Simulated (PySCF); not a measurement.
C4H5BO, SMILES C#CB1COC1.

The structure is a stationary point at PBE-D3(BJ)/def2-SVP. The structure was generated by enumeration, and PubChem lists no compound with its InChIKey, so it may never have been made.

Computed with PBE-D3(BJ)/def2-SVP in PySCF 2.14.0.

No scaling factor is applied to the harmonic values.

```json
[
 {"mode": "1", "ν (cm⁻¹)": "109", "IR (km/mol)": "2.9", "moving atoms (share of kinetic energy)": "O 39 %, C 25 %, H 20 %, B 16 %"},
 {"mode": "2", "ν (cm⁻¹)": "146", "IR (km/mol)": "0.1", "moving atoms (share of kinetic energy)": "C 57 %, H 21 %, B 16 %"},
 {"mode": "3", "ν (cm⁻¹)": "199", "IR (km/mol)": "8.4", "moving atoms (share of kinetic energy)": "H 47 %, C 37 %, B 12 %"},
 {"mode": "4", "ν (cm⁻¹)": "358", "IR (km/mol)": "5.1", "moving atoms (share of kinetic energy)": "C 45 %, H 35 %, B 20 %"},
 {"mode": "5", "ν (cm⁻¹)": "445", "IR (km/mol)": "6.1", "moving atoms (share of kinetic energy)": "C 81 %, H 14 %"},
 {"mode": "6", "ν (cm⁻¹)": "457", "IR (km/mol)": "0.0", "moving atoms (share of kinetic energy)": "H 81 %, C 19 %"},
 {"mode": "7", "ν (cm⁻¹)": "494", "IR (km/mol)": "0.9", "moving atoms (share of kinetic energy)": "C 73 %, O 18 %"},
 {"mode": "8", "ν (cm⁻¹)": "628", "IR (km/mol)": "41.7", "moving atoms (share of kinetic energy)": "H 76 %, C 24 %"},
 {"mode": "9", "ν (cm⁻¹)": "749", "IR (km/mol)": "21.7", "moving atoms (share of kinetic energy)": "H 74 %, C 26 %"},
 {"mode": "10", "ν (cm⁻¹)": "766", "IR (km/mol)": "0.5", "moving atoms (share of kinetic energy)": "C 55 %, H 24 %, O 20 %"},
 {"mode": "11", "ν (cm⁻¹)": "846", "IR (km/mol)": "8.6", "moving atoms (share of kinetic energy)": "B 37 %, H 33 %, C 28 %"},
 {"mode": "12", "ν (cm⁻¹)": "922", "IR (km/mol)": "21.7", "moving atoms (share of kinetic energy)": "C 45 %, O 33 %, H 18 %"},
 {"mode": "13", "ν (cm⁻¹)": "951", "IR (km/mol)": "1.0", "moving atoms (share of kinetic energy)": "B 38 %, C 35 %, H 17 %, O 10 %"},
 {"mode": "14", "ν (cm⁻¹)": "1029", "IR (km/mol)": "123.6", "moving atoms (share of kinetic energy)": "O 36 %, C 34 %, B 22 %, H 8 %"},
 {"mode": "15", "ν (cm⁻¹)": "1086", "IR (km/mol)": "0.0", "moving atoms (share of kinetic energy)": "H 92 %"},
 {"mode": "16", "ν (cm⁻¹)": "1116", "IR (km/mol)": "1.5", "moving atoms (share of kinetic energy)": "H 85 %, O 8 %"},
 {"mode": "17", "ν (cm⁻¹)": "1144", "IR (km/mol)": "29.5", "moving atoms (share of kinetic energy)": "H 48 %, B 23 %, C 20 %, O 9 %"},
 {"mode": "18", "ν (cm⁻¹)": "1173", "IR (km/mol)": "20.5", "moving atoms (share of kinetic energy)": "H 56 %, C 34 %"},
 {"mode": "19", "ν (cm⁻¹)": "1304", "IR (km/mol)": "115.9", "moving atoms (share of kinetic energy)": "B 53 %, C 30 %, H 16 %"},
 {"mode": "20", "ν (cm⁻¹)": "1342", "IR (km/mol)": "7.5", "moving atoms (share of kinetic energy)": "H 94 %"},
 {"mode": "21", "ν (cm⁻¹)": "1378", "IR (km/mol)": "10.3", "moving atoms (share of kinetic energy)": "H 91 %, C 9 %"},
 {"mode": "22", "ν (cm⁻¹)": "2090", "IR (km/mol)": "47.9", "moving atoms (share of kinetic energy)": "C 89 %, H 9 %"},
 {"mode": "23", "ν (cm⁻¹)": "2910", "IR (km/mol)": "38.0", "moving atoms (share of kinetic energy)": "H 95 %"},
 {"mode": "24", "ν (cm⁻¹)": "2927", "IR (km/mol)": "3.4", "moving atoms (share of kinetic energy)": "H 95 %"},
 {"mode": "25", "ν (cm⁻¹)": "2953", "IR (km/mol)": "37.2", "moving atoms (share of kinetic energy)": "H 90 %, C 10 %"},
 {"mode": "26", "ν (cm⁻¹)": "2957", "IR (km/mol)": "0.0", "moving atoms (share of kinetic energy)": "H 91 %, C 9 %"},
 {"mode": "27", "ν (cm⁻¹)": "3391", "IR (km/mol)": "63.0", "moving atoms (share of kinetic energy)": "H 86 %, C 14 %"}
]
```
